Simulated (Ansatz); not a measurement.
Stepwise reaction of `[NH]=[Ta]([OH])([OH])[F]` with hydrogen fluoride, as a gas-phase model of exchange steps in deposition or etching. ΔE in kJ/mol; ΔG adds harmonic PBE0-D4 terms to CCSD(T)/CBS, at 1 bar.

Gas-phase electronic energies from Ansatz, PBE0-D4/def2-TZVP geometries. CBS: MP2 limit from def2 TZ/QZ plus the TZ coupled-cluster correction, frozen cores. This one scheme is used for every species. Functionals use def2-TZVPP. B3LYP here is the variant with VWN-RPA as its local correlation; programs differ in this. def2 core potentials past Kr. For Ta outer-core shells are correlated without core-valence functions, which leaves a few kJ/mol of doubt a bond. One conformer a species, not always the lowest.

```csv
step,reaction,PBE-D4,B3LYP-D4,ωB97M-V,CCSD(T)/CBS,ΔG(500 K)
1,`[NH]=[Ta]([OH])([OH])[F]` + H–F → `[NH]=[Ta]([OH])([F])[F]` + H₂O,-34.8,-34.1,-34.4,-28.5,-29.7
```

(1) Give the row of step 2, `[NH]=[Ta]([OH])([F])[F]` + H–F → `[NH]=[Ta]([F])([F])[F]` + H₂O. (Best estimate.)

(2) By hand: ΔE of the 2 steps together at CCSD(T)/CBS.

Results:

(1) The calculation gave: 
| step | reaction | PBE-D4 | B3LYP-D4 | ωB97M-V | CCSD(T)/CBS | ΔG(500 K) |
| --- | --- | --- | --- | --- | --- | --- |
| 2 | `[NH]=[Ta]([OH])([F])[F]` + H–F → `[NH]=[Ta]([F])([F])[F]` + H₂O | -28.1 | -27.2 | -27.8 | -22.1 | -19.9 |

(2) (-28.5) + (-22.1) = -50.6 kJ/mol, or -25.3 kJ/mol a step.

In ΔE each step is higher than the one before. All are downhill at CCSD(T)/CBS. ΔG lies between -29.7 and -19.9 kJ/mol a step. PBE-D4 differs from CCSD(T)/CBS by -6.3 to -6.0 kJ/mol a step. Only this route is followed, and other bonds may react first. Isolated molecules leave out the surface, adducts and barriers. Largest T1 diagnostic: 0.019.
